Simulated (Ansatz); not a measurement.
`Sc1ccc(-c2ccc(-c3ccc(S)cc3)cc2)cc1`. Charge 0, multiplicity 1. Geometry PBE-D4/def2-SVP; atoms count from 1.

```csv
atom,x (Å),y (Å),z (Å)
S1,5.229,-1.761,-5.139
C2,3.975,-1.308,-3.969
C3,4.153,-1.701,-2.625
C4,3.195,-1.375,-1.661
C5,2.028,-0.648,-1.991
C6,1.016,-0.306,-0.965
C7,0.749,-1.172,0.120
C8,-0.209,-0.852,1.086
C9,-0.950,0.350,1.017
C10,-1.968,0.687,2.037
C11,-2.742,-0.316,2.663
C12,-3.708,-0.005,3.625
C13,-3.933,1.335,4.001
S14,-5.138,1.821,5.209
C15,-3.168,2.350,3.387
C16,-2.208,2.026,2.424
C17,-0.681,1.217,-0.067
C18,0.277,0.897,-1.033
C19,1.866,-0.261,-3.340
C20,2.816,-0.583,-4.315
H21,4.642,-1.184,-6.223
H22,5.055,-2.258,-2.332
H23,3.371,-1.671,-0.616
H24,1.291,-2.126,0.198
H25,-0.376,-1.543,1.926
H26,-2.605,-1.368,2.370
H27,-4.300,-0.813,4.081
H28,-5.579,0.566,5.499
H29,-3.321,3.401,3.673
H30,-1.607,2.834,1.981
H31,-1.249,2.154,-0.165
H32,0.471,1.606,-1.852
H33,0.959,0.282,-3.643
H34,2.648,-0.276,-5.359
```

Single mean-field runs in def2-TZVP are fitted with def2-universal-jkfit.

Question: Estimate the Mulliken populations of the heavy atoms from the PBE0/def2-TZVP orbitals of Ansatz.

Answer: 
| atom | charge (e) |
| --- | --- |
| S1 | -0.17 |
| C2 | 0.18 |
| C3 | -0.18 |
| C4 | -0.21 |
| C5 | 0.13 |
| C6 | 0.18 |
| C7 | -0.20 |
| C8 | -0.20 |
| C9 | 0.18 |
| C10 | 0.13 |
| C11 | -0.22 |
| C12 | -0.21 |
| C13 | 0.18 |
| S14 | -0.17 |
| C15 | -0.18 |
| C16 | -0.21 |
| C17 | -0.20 |
| C18 | -0.20 |
| C19 | -0.22 |
| C20 | -0.21 |
Mulliken values depend strongly on the basis.

Question: And the Mayer bond orders between heavy atoms (over 0.3)?

Answer: S1–C2 1.07 (1.77 Å); C2–C3 1.35 (1.41 Å); C2–C20 1.35 (1.41 Å); C3–C4 1.49 (1.40 Å); C4–C5 1.37 (1.41 Å); C5–C6 0.89 (1.48 Å); C5–C19 1.38 (1.41 Å); C6–C7 1.37 (1.41 Å); C6–C18 1.37 (1.41 Å); C7–C8 1.46 (1.40 Å); C8–C9 1.37 (1.41 Å); C9–C10 0.89 (1.48 Å); C9–C17 1.37 (1.41 Å); C10–C11 1.38 (1.41 Å); C10–C16 1.37 (1.41 Å); C11–C12 1.47 (1.40 Å); C12–C13 1.35 (1.41 Å); C13–S14 1.07 (1.77 Å); C13–C15 1.35 (1.41 Å); C15–C16 1.49 (1.40 Å); C17–C18 1.46 (1.40 Å); C19–C20 1.47 (1.40 Å).
